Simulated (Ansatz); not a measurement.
Molecule: C$_{3}$H$_{12}$OSi$_{2}$, charge 0, multiplicity 1. SMILES: C[Si](C)(C)O[SiH3]
Structure (B3LYP-D3(BJ)/def2-TZVP (Ansatz, a program for electronic structure) minimum search):
```
Si
O 1 1.6538
Si 2 1.6303 1 145.87
H 3 1.4795 2 108.80 1 -179.17
H 3 1.4838 4 109.16 2 120.85
H 3 1.4838 4 109.16 5 118.29
C 1 1.8663 2 107.07 3 178.67
H 7 1.0921 1 110.97 2 59.94
H 7 1.0921 8 107.88 1 121.75
H 7 1.0927 8 107.92 9 116.36
C 1 1.8706 2 108.73 3 -61.42
H 11 1.0922 1 111.06 2 -59.28
H 11 1.0926 12 107.80 1 -122.10
H 11 1.0928 12 107.84 13 -116.00
C 1 1.8707 2 108.74 3 58.76
H 15 1.0922 1 111.06 2 59.17
H 15 1.0926 16 107.80 1 122.10
H 15 1.0927 16 107.84 17 115.99
```
Charge 0, spin multiplicity 1.

Atomisation energy built up term by term with Ansatz (kcal/mol; UHF references for open shells; valence terms freeze the core; atomic spin-orbit terms are left out). CBS marks a two-point X^-3 extrapolation of the correlation energy; Hartree-Fock from the larger set.

```
term                                            basis  kcal/mol
-----------------------  ----------------------------  --------
Hartree-Fock                              cc-pV(Q+d)Z         ?
CCSD correlation         CBS(cc-pV(T+d)Z,cc-pV(Q+d)Z)         ?
(T)                      CBS(cc-pV(T+d)Z,cc-pV(Q+d)Z)     18.40
core correlation                            cc-pwCVTZ      3.90
scalar relativity (X2C)    cc-pVTZ-DK against cc-pVTZ     -2.37
sum: De                                                       ?
```

Q: Complete the blanks.

A: 
- Hartree-Fock, kcal/mol: 1238.54
- CCSD correlation, kcal/mol: 361.27
- sum: De, kcal/mol: 1619.7
